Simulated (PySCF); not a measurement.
C7H11O (charge +1).
Bonds: O1–C2 (triple), C2–C3, C3–C4, C4–C5, C5–C6, C6–C7, C7–C8, C4–C8. Hydrogens: H9, H10 on C3; H11 on C4; H12, H13 on C5; H14, H15 on C6; H16, H17 on C7; H18, H19 on C8.
Bond orders are those of one Lewis drawing.

Method: PBE0-D3(BJ)/def2-SVP geometry optimisation, gas phase in PySCF; density fitting, grid level 1; the optimiser is geomeTRIC in internal coordinates, started from a GFN2-xTB structure with every atom displaced at random (about 0.01 Å).

Step 0: E = -9459.8990 eV
```
atom  x, y, z in Å  |  force x, y, z in eV/Å
O1      1.3547    2.3849    1.1423   -0.412   2.989   0.699
C2      1.4912    1.3159    0.9182    0.310  -1.283  -0.386
C3      1.8036    0.0268    0.5525    0.850  -2.346   0.088
C4      0.6643   -0.8367   -0.0104   -1.979   0.725   0.250
C5     -0.2350   -0.0363   -0.9839    0.391   0.579   1.081
C6     -1.2740    0.6967   -0.0910    0.315  -0.746   0.217
C7     -1.0846    0.1124    1.3257   -0.216  -0.003  -0.401
C8     -0.3202   -1.1824    1.1081   -0.327  -0.037  -0.010
H9      2.2508   -0.4927    1.4430   -0.089   0.439  -0.289
H10     2.5934    0.0927   -0.2096    0.316   0.332  -0.115
H11     1.0795   -1.7160   -0.4593    0.744  -0.663  -0.392
H12    -0.7257   -0.7196   -1.6445   -0.403  -0.674  -0.681
H13     0.3203    0.6678   -1.5963    0.359   0.199  -0.467
H14    -1.1602    1.7763   -0.0957   -0.028   0.502  -0.121
H15    -2.2793    0.4775   -0.4534   -0.255   0.065  -0.090
H16    -2.0465   -0.0230    1.8362    0.060  -0.029   0.187
H17    -0.5018    0.7921    1.9621    0.008   0.183   0.319
H18    -1.0254   -1.9511    0.7522    0.158  -0.071  -0.110
H19     0.1385   -1.5741    2.0183    0.198  -0.162   0.221
```

Step 1: E = -9460.1076 eV
```
atom  x, y, z in Å  |  force x, y, z in eV/Å
O1      1.4469    2.4057    1.1352    0.047  -0.322  -0.100
C2      1.6061    1.3218    0.8875   -0.105   0.533   0.203
C3      1.8644   -0.0208    0.5319   -0.107  -0.078  -0.086
C4      0.6166   -0.8239    0.0073    0.339  -0.131  -0.036
C5     -0.2372   -0.0049   -0.9623   -0.162  -0.134  -0.205
C6     -1.3088    0.6898   -0.0867   -0.070   0.133  -0.002
C7     -1.1569    0.1031    1.3297    0.036   0.075   0.073
C8     -0.3433   -1.1724    1.1360   -0.016  -0.046   0.076
H9      2.3261   -0.4888    1.4205    0.047  -0.056   0.044
H10     2.6463    0.0767   -0.2481    0.014  -0.082  -0.054
H11     1.0850   -1.7119   -0.4556   -0.118   0.137   0.050
H12    -0.7142   -0.7079   -1.6692    0.091   0.129   0.110
H13     0.3465    0.6887   -1.5896    0.017  -0.012   0.008
H14    -1.2177    1.7889   -0.0942   -0.010  -0.079  -0.001
H15    -2.3117    0.4786   -0.4835    0.019   0.010  -0.019
H16    -2.1195   -0.0843    1.8244   -0.028  -0.011  -0.015
H17    -0.6371    0.8052    2.0122    0.011  -0.052  -0.040
H18    -0.9917   -1.9845    0.7704   -0.016  -0.009  -0.004
H19     0.1440   -1.5476    2.0487    0.013  -0.003  -0.001
```

Q: Estimate the geometry and energy of step 2. (The exact step hangs on the optimiser's Hessian estimate; all steps are aligned on step 1, rigid shifts and turns removed.)

A: E = -9460.1122 eV, largest force 0.150 eV/Å
```
atom  x, y, z in Å  |  force x, y, z in eV/Å
O1      1.4385    2.4081    1.1409    0.018  -0.090  -0.029
C2      1.6000    1.3264    0.8942   -0.023   0.141   0.048
C3      1.8618   -0.0191    0.5326   -0.035  -0.050  -0.040
C4      0.6193   -0.8247    0.0079    0.108   0.011   0.028
C5     -0.2384   -0.0068   -0.9644   -0.034  -0.025  -0.030
C6     -1.3091    0.6919   -0.0883    0.004   0.004   0.013
C7     -1.1542    0.1042    1.3297   -0.009   0.011   0.015
C8     -0.3417   -1.1741    1.1382   -0.034  -0.017  -0.006
H9      2.3286   -0.4916    1.4194    0.005   0.001  -0.014
H10     2.6399    0.0703   -0.2540   -0.008  -0.010   0.009
H11     1.0826   -1.7087   -0.4558   -0.025   0.009  -0.003
H12    -0.7123   -0.7061   -1.6689    0.008   0.011   0.014
H13     0.3483    0.6845   -1.5912    0.011   0.002   0.005
H14    -1.2159    1.7885   -0.0965    0.003  -0.003   0.003
H15    -2.3113    0.4832   -0.4871    0.002  -0.004   0.000
H16    -2.1181   -0.0815    1.8240   -0.001   0.000  -0.006
H17    -0.6295    0.8021    2.0101    0.006  -0.002  -0.007
H18    -0.9917   -1.9860    0.7734    0.000   0.004   0.001
H19     0.1469   -1.5491    2.0505    0.004   0.009  -0.001
```

The energy changes by -0.0046 eV. The first-order estimate −F·Δx gives -0.0080 eV and the mean of the old and new forces, exact on a quadratic surface, -0.0046 eV. The step makes an angle of 69° with the force vector and moves no atom by more than 0.011 Å.

The cost below is that of the whole optimisation. On Arm Neoverse V2, one thread, on a shared host, this took 96 s wall and 0.69 GiB of memory at its peak.
